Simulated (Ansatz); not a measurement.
One change: `C[O][GeH]([Cl])[SeH]` becomes `C[O][GeH]([Cl])[O]C`.

Ansatz, PBE0-D4/def2-TZVP geometries, multiplicity 1. Each molecule was computed in one conformer, which needn't be the lowest.

Scalar relativity is left out up to krypton.

| property | `C[O][GeH]([Cl])[SeH]` |
| --- | --- |
| LUMO energy (B3LYP/def2-TZVPP) / eV | -1.28 |
| HOMO energy (PBE0/def2-TZVPP) / eV | -7.49 |
| size of the dipole moment (B3LYP/def2-TZVPP) / D | 0.97 |
| HOMO–LUMO gap (ωB97M-V/def2-TZVPP) / eV | 10.62 |
| LUMO energy (ωB97M-V/def2-TZVPP) / eV | 0.94 |
| HOMO–LUMO gap (B3LYP/def2-TZVPP) / eV | 5.95 |

(1) What does the change do to each property? (Estimate.)

Answers

(1) Ansatz gave: 
```
                                        property  `C[O][GeH]([Cl])[O]C`  shift
             LUMO energy (B3LYP/def2-TZVPP) / eV                  -0.25   1.03
              HOMO energy (PBE0/def2-TZVPP) / eV                  -8.32  -0.83
size of the dipole moment (B3LYP/def2-TZVPP) / D                   1.12   0.15
         HOMO–LUMO gap (ωB97M-V/def2-TZVPP) / eV                  12.82   2.20
           LUMO energy (ωB97M-V/def2-TZVPP) / eV                   2.08   1.14
           HOMO–LUMO gap (B3LYP/def2-TZVPP) / eV                   7.82   1.87
```

With PBE0 the HOMO falls by 0.83 eV and the LUMO rises by 1.09 eV, so the gap widens by about 1.92 eV. PBE moves the HOMO by -0.42 eV and ωB97M-V by -1.05 eV. Dipoles are sizes alone; their direction can turn.

B3LYP here is the variant with VWN-RPA as its local correlation; programs differ in this.

Spin–orbit coupling is left out; it splits and shifts lone-pair levels of the heavy atoms by tenths of an eV.
